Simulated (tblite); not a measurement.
Compound: C4H8BFO2.
SMILES with atom numbers: `[CH3:1][CH2:2][C@@H:3]1[O:4][BH:5][O:6][C@@H:7]1[F:8]` (hydrogens: H9, H10, H11 on C1; H12, H13 on C2; H14 on C3; H15 on B5; H16 on C7)

Computed with GFN2-xTB (tblite), gas phase: Langevin dynamics at 300 K from the optimised GFN2-xTB geometry, time step 0.5 fs, friction 0.01 fs⁻¹, 2000 steps.

Start geometry:
```
atom  x, y, z in Å
C1      2.212   -0.135   -0.182
C2      0.944    0.601    0.231
C3     -0.245   -0.355    0.310
O4     -0.577   -0.871   -0.970
B5     -1.875   -0.621   -1.227
O6     -2.502    0.025   -0.192
C7     -1.566    0.319    0.777
F8     -1.423    1.686    0.857
H9      3.035    0.567   -0.285
H10     2.483   -0.880    0.562
H11     2.056   -0.637   -1.133
H12     1.075    1.071    1.206
H13     0.712    1.381   -0.496
H14    -0.004   -1.206    0.961
H15    -2.421   -0.939   -2.198
H16    -1.913    0.003    1.770
```

The statistics below take the 31 frames saved every 25 fs from 250 to 1000 fs; their kinetic temperature (all 3N coordinates) averages 314 K.

**Question.** Give the mean, spread and extremes of the bond lengths.

**Answer.** 
```
  bond  start (Å)  mean (Å)  standard deviation (Å)  shortest (Å)  longest (Å)
 C1–C2      1.523     1.528                   0.034         1.463        1.577
 C2–C3      1.528     1.541                   0.041         1.485        1.635
 C3–O4      1.419     1.424                   0.032         1.356        1.499
 O4–B5      1.346     1.355                   0.030         1.312        1.436
 B5–O6      1.372     1.377                   0.025         1.327        1.436
 O6–C7      1.379     1.386                   0.028         1.327        1.451
 C7–F8      1.376     1.385                   0.038         1.309        1.487
 C3–C7      1.555     1.560                   0.046         1.471        1.689
 C1–H9      1.087     1.091                   0.024         1.040        1.142
C1–H10      1.088     1.092                   0.028         1.036        1.154
C1–H11      1.087     1.093                   0.021         1.058        1.133
C2–H12      1.091     1.099                   0.033         1.033        1.174
C2–H13      1.091     1.094                   0.026         1.031        1.160
C3–H14      1.097     1.097                   0.018         1.070        1.133
B5–H15      1.158     1.153                   0.030         1.100        1.220
C7–H16      1.098     1.101                   0.022         1.062        1.145
```

**Question.** Give the same statistics for bond angles, one of each kind among heavy atoms.

**Answer.** 
```
   angle  start (°)  mean (°)  standard deviation (°)  smallest (°)  largest (°)
C1–C2–C3      111.1     111.3                     4.4         103.7        121.3
C2–C3–O4      111.3     112.0                     3.6         105.9        119.4
C2–C3–C7      113.9     114.7                     3.5         107.9        122.3
O4–C3–C7      103.3     103.2                     2.4          96.1        107.6
C3–O4–B5      109.3     109.0                     2.4         102.4        114.0
O4–B5–O6      112.6     112.2                     2.1         108.9        117.6
B5–O6–C7      108.7     108.7                     2.2         102.6        112.3
O6–C7–F8      108.9     108.9                     3.2         102.9        114.5
C3–C7–O6      105.8     105.3                     2.3          99.4        108.4
C3–C7–F8      111.1     111.8                     4.3         105.2        122.4
```

**Question.** How far does each atom move about its mean position (frames aligned on the start, all atoms weighted alike), and what rms force does it feel?

**Answer.** 
```
atom  rms displacement (Å)  rms force (eV/Å)
  C1                  0.11              1.82
  C2                  0.12              2.03
  C3                  0.10              2.02
  O4                  0.15              1.47
  B5                  0.13              1.62
  O6                  0.16              1.41
  C7                  0.10              1.93
  F8                  0.20              1.17
  H9                  0.26              0.88
 H10                  0.36              0.99
 H11                  0.31              0.87
 H12                  0.26              1.09
 H13                  0.26              0.91
 H14                  0.19              0.64
 H15                  0.25              0.93
 H16                  0.21              0.87
```

The displacements run from 0.10 to 0.36 Å, the largest at H10.

**Question.** Follow the torsion C1–C2–C3–O4 through every second one of these frames.

**Answer.** 
```tsv
t (fs)	C1–C2–C3–O4 (°)
250	-41
300	-49
350	-67
400	-59
450	-54
500	-48
550	-61
600	-67
650	-75
700	-73
750	-69
800	-63
850	-73
900	-68
950	-82
1000	-77
```

Largest departure from the start value over all these frames: C1–C2–C3–O4 25° (start -66°).

**Question.** How widely does the potential energy scatter, against a harmonic estimate?

**Answer.** Mean 0.56 eV above the start, standard deviation 0.148 eV, range 0.36 to 0.93 eV. For 42 classical harmonic modes at 300 K the canonical values are 42kT/2 = 0.54 eV and kT·√(42/2) = 0.118 eV.

The run is classical and short, so these are rough statistics of one trajectory.

The cost below is that of the whole dynamics run. On an Arm Neoverse V1 with one thread, no GPU, shared host with 32 logical CPUs at a one-minute load of 16, this took 11 s of wall time and 0.18 GiB of memory at its peak.
